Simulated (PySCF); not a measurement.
```xyz
3
charge 0 multiplicity 2, angstrom
Ga    0.0000    0.0000   -0.5501
Cl    1.8638    0.0000    0.5415
Cl   -1.8638    0.0000    0.5415
```

All numbers come from PySCF, UPBE0, basis Ga def2-TZVP, Cl def2-TZVP (no relativity, density fitting).

This geometry of GaCl₂ is a stationary point at this level.

What is the point group?

C2v.

Is it a minimum?

Yes: all harmonic wavenumbers are real.

Give the atomic charges and bond orders.


```json
{"atom": "Ga1", "Mulliken": "0.49", "Löwdin": "-0.32", "polar tensor": "1.03", "spin (Mulliken)": "0.72", "Mayer order to Ga1": "–"}
{"atom": "Cl2,3", "Mulliken": "-0.25", "Löwdin": "0.16", "polar tensor": "-0.51", "spin (Mulliken)": "0.14", "Mayer order to Ga1": "1.12"}
```

Give the ideal-gas entropy at 298.15 K and 1 bar by parts.

translation 170.4, rotation 104.6, vibration 21.5, spin 5.8; total 302.2 J/(mol K).

Other isomers or separated fragments may lie lower.
